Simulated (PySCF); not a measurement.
PySCF input file for GaCl, SMILES [Ga][Cl] (connectivity only; charge and spin as stated), neutral, multiplicity 1, TDA-B3LYP/def2-TZVPD. Coordinates come from a PBE-D3(BJ)/def2-TZVP optimisation.

```python
import numpy as np
from pyscf import gto, scf, dft, tdscf

mol = gto.M(
    atom='''
    Ga    0.00000000    0.00000000   -0.79155464
    Cl    0.00000000    0.00000000    1.44342316
    ''',
    basis='def2-TZVPD',
    charge=0,
    spin=0,
    symmetry=True,
    symmetry_subgroup='C2v',
    max_memory=1600,
    verbose=4,
)
mf = dft.RKS(mol, xc='b3lyp').density_fit(auxbasis='def2-universal-jkfit')
mf.grids.level = 3
mf.conv_tol = 1e-9
mf.max_cycle = 100
mf.kernel()
mf.grids = dft.Grids(mol).set(level=1).build(with_non0tab=True)  # coarser grid for the response kernel
td = tdscf.TDA(mf)
td.singlet = True
td.nstates = 10
td.conv_tol = 1e-4
td.positive_eig_threshold = 1e-6
td.kernel(x0=td.get_init_guess(mf, 15))
td.analyze()
tt = tdscf.TDA(mf)
tt.singlet = False
tt.nstates = 4
tt.conv_tol = 1e-4
tt.positive_eig_threshold = 1e-6
tt.kernel(x0=tt.get_init_guess(mf, 9))
tt.analyze(verbose=3)
```

Log of the run:

```
PySCF version 2.14.0

[INPUT] verbose = 4
[INPUT] num. atoms = 2
[INPUT] num. electrons = 48
[INPUT] charge = 0
[INPUT] spin (= nelec alpha-beta = 2S) = 0
[INPUT] symmetry True subgroup C2v
[INPUT] Mole.unit = angstrom
[INPUT] Symbol           X                Y                Z      unit          X                Y                Z       unit  Magmom
[INPUT]  1 Ga     0.000000000000   0.000000000000  -0.791554640000 AA    0.000000000000   0.000000000000  -1.495821482229 Bohr   0.0
[INPUT]  2 Cl     0.000000000000   0.000000000000   1.443423160000 AA    0.000000000000   0.000000000000   2.727674454254 Bohr   0.0

nuclear repulsion = 124.77814775379
point group symmetry = Coov, use subgroup C2v
symmetry origin: [ 0.00000000e+00  0.00000000e+00 -4.72431516e-09]
symmetry axis x: [1. 0. 0.]
symmetry axis y: [0. 1. 0.]
symmetry axis z: [0. 0. 1.]
num. orbitals of irrep A1 = 44
num. orbitals of irrep A2 = 10
num. orbitals of irrep B1 = 23
num. orbitals of irrep B2 = 23
number of shells = 34
number of NR pGTOs = 178
number of NR cGTOs = 100
basis = def2-TZVPD
ecp = {}


[settings echo left out]
init E= -2384.64557469635
HOMO (A1) = -0.26068316383056  LUMO (B1) = -0.0644471214114866  gap/eV = 5.33985
cycle= 1 E= -2385.12739473935  delta_E= -0.482  |g|= 0.769  |ddm|=    1
HOMO (B1) = -0.230488338901647  LUMO (B2) = -0.0972392132778381  gap/eV = 3.62589
cycle= 2 E= -2384.93563909978  delta_E= 0.192  |g|= 1.27  |ddm|= 1.28
HOMO (A1) = -0.273379710801127  LUMO (B2) = -0.068754767468187  gap/eV = 5.56813
cycle= 3 E= -2385.19890508319  delta_E= -0.263  |g|= 0.141  |ddm|= 0.904
HOMO (A1) = -0.270323035950195  LUMO (B1) = -0.073533103351723  gap/eV = 5.35493
cycle= 4 E= -2385.20345907985  delta_E= -0.00455  |g|= 0.0396  |ddm|= 0.15
HOMO (A1) = -0.27307262148279  LUMO (B1) = -0.0736652232995887  gap/eV = 5.42615
cycle= 5 E= -2385.2038260662  delta_E= -0.000367  |g|= 0.00354  |ddm|= 0.032
HOMO (A1) = -0.272371317600612  LUMO (B2) = -0.0728728616153713  gap/eV = 5.42863
cycle= 6 E= -2385.20383089144  delta_E= -4.83e-06  |g|= 0.00124  |ddm|= 0.00576
HOMO (A1) = -0.272446535483233  LUMO (B2) = -0.0729379537312216  gap/eV = 5.42891
cycle= 7 E= -2385.20383124246  delta_E= -3.51e-07  |g|= 0.000341  |ddm|= 0.000928
HOMO (A1) = -0.272456745396088  LUMO (B2) = -0.0729587754273151  gap/eV = 5.42862
cycle= 8 E= -2385.20383128142  delta_E= -3.9e-08  |g|= 4.69e-05  |ddm|= 0.000522
HOMO (A1) = -0.27245893278544  LUMO (B2) = -0.072962851367679  gap/eV = 5.42856
cycle= 9 E= -2385.20383128206  delta_E= -6.47e-10  |g|= 7.02e-06  |ddm|= 6.19e-05
HOMO (A1) = -0.272458122743288  LUMO (B2) = -0.0729629849375382  gap/eV = 5.42854
Extra cycle  E= -2385.20383128206  delta_E= 5e-12  |g|= 9.38e-06  |ddm|= 1.86e-05
converged SCF energy = -2385.20383128206
tot grids = 13736
Overwritten attributes  positive_eig_threshold  of <class 'pyscf.tdscf.rks.TDA'>


******** <class 'pyscf.tdscf.rks.TDA'> for <class 'pyscf.df.df_jk.DFSymAdaptedRKS'> ********
nstates = 10 singlet
deg_eia_thresh = 1.000e-03
wfnsym = None
conv_tol = 0.0001
eigh lindep = 1e-12
eigh level_shift = 0
eigh max_cycle = 100


Excitation energies (eV)
[4.93318933 4.93318933 5.40343365 5.46859522 5.4685954  6.11728564
 7.03998995 7.35354131 7.55317816 7.55317818]

** Singlet excitation energies and oscillator strengths **
Excited State   1:   B2      4.93319 eV    251.33 nm  f=0.1185
      21 -> 26       -0.12613
      24 -> 26        0.69176
Excited State   2:   B1      4.93319 eV    251.33 nm  f=0.1185
      21 -> 25       -0.12613
      24 -> 25        0.69176
Excited State   3:   A2      5.40343 eV    229.45 nm  f=0.0000
      22 -> 26       -0.49922
      23 -> 25        0.49922
Excited State   4:   A1      5.46860 eV    226.72 nm  f=0.0000
      22 -> 25        0.49935
      23 -> 26       -0.49935
Excited State   5:   A2      5.46860 eV    226.72 nm  f=0.0000
      22 -> 26        0.49935
      23 -> 25        0.49935
Excited State   6:   A1      6.11729 eV    202.68 nm  f=0.0000
      22 -> 25        0.43009
      23 -> 26        0.43009
      24 -> 27        0.33961
Excited State   7:   A1      7.03999 eV    176.11 nm  f=0.0478
      24 -> 28       -0.70153
Excited State   8:   A1      7.35354 eV    168.60 nm  f=1.0433
      22 -> 25        0.20327
      23 -> 26        0.20327
      24 -> 27       -0.58573
      24 -> 29        0.12821
      24 -> 36       -0.18247
Excited State   9:   B1      7.55318 eV    164.15 nm  f=0.0327
      22 -> 27       -0.69409
Excited State  10:   B2      7.55318 eV    164.15 nm  f=0.0327
      23 -> 27       -0.69409

** Transition electric dipole moments (AU) **
state          X           Y           Z        Dip. S.      Osc.
  1         0.0000      0.9900     -0.0000      0.9802      0.1185
  2         0.9900      0.0000     -0.0000      0.9802      0.1185
  3        -0.0000      0.0000      0.0000      0.0000      0.0000
  4         0.0000      0.0000      0.0000      0.0000      0.0000
  5        -0.0000      0.0000      0.0000      0.0000      0.0000
  6        -0.0000     -0.0000      0.0126      0.0002      0.0000
  7         0.0000     -0.0000      0.5262      0.2769      0.0478
  8        -0.0000      0.0000     -2.4065      5.7911      1.0433
  9        -0.4207      0.0000      0.0000      0.1770      0.0327
 10         0.0000     -0.4207      0.0000      0.1770      0.0327

** Transition velocity dipole moments (imaginary part, AU) **
state          X           Y           Z        Dip. S.      Osc.
  1         0.0000      0.0580     -0.0000      0.0034      0.0124
  2         0.0580     -0.0000     -0.0000      0.0034      0.0124
  3         0.0000      0.0000      0.0000      0.0000      0.0000
  4         0.0000      0.0000     -0.0000      0.0000      0.0000
  5        -0.0000      0.0000      0.0000      0.0000      0.0000
  6         0.0000     -0.0000      0.0876      0.0077      0.0228
  7         0.0000     -0.0000      0.1238      0.0153      0.0395
  8         0.0000      0.0000     -0.4608      0.2123      0.5238
  9        -0.1230      0.0000      0.0000      0.0151      0.0364
 10         0.0000     -0.1230      0.0000      0.0151      0.0364

** Transition magnetic dipole moments (imaginary part, AU) **
state          X           Y           Z
  1        -1.3225     -0.0000     -0.0000
  2         0.0000      1.3225      0.0000
  3         0.0000      0.0000     -0.0000
  4         0.0000     -0.0000     -0.0000
  5         0.0000      0.0000      0.0000
  6         0.0000     -0.0000      0.0000
  7         0.0000      0.0000     -0.0000
  8         0.0000      0.0000      0.0000
  9        -0.0000      0.1900      0.0000
 10        -0.1900      0.0000      0.0000


******** <class 'pyscf.tdscf.rks.TDA'> for <class 'pyscf.df.df_jk.DFSymAdaptedRKS'> ********
nstates = 4 triplet
deg_eia_thresh = 1.000e-03
wfnsym = None
conv_tol = 0.0001
eigh lindep = 1e-12
eigh level_shift = 0
eigh max_cycle = 100


Excitation energies (eV)
[3.59267743 3.59267743 5.13453231 5.24114909]

** Triplet excitation energies and oscillator strengths **
Excited State   1:   B2      3.59268 eV    345.10 nm  f=0.0000
Excited State   2:   B1      3.59268 eV    345.10 nm  f=0.0000
Excited State   3:   A1      5.13453 eV    241.47 nm  f=0.0000
Excited State   4:   A1      5.24115 eV    236.56 nm  f=0.0000
```

The run converged.
